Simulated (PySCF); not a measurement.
Cartesian coordinates (Å):
SMILES: O[C](O)O
```xyz
7

O      1.0511    -0.5518    -0.6797
C     -0.0802     0.1326    -0.3535
O      0.1369     1.0289     0.6486
O     -1.1187    -0.7028    -0.0739
H      1.7385     0.0920    -0.8767
H     -0.6948     1.4788     0.8265
H     -1.2252    -1.3002    -0.8206
```
Charge 0, spin multiplicity 2.

### Question
What is the computed dipole moment, highest occupied spin orbital and total energy (PBE0-D4/def2-TZVP in PySCF)?

### Answer

* **dipole moment**: 1.46 D
* **highest occupied spin orbital**: -5.05 eV
* **total energy**: -265.3640 Ha
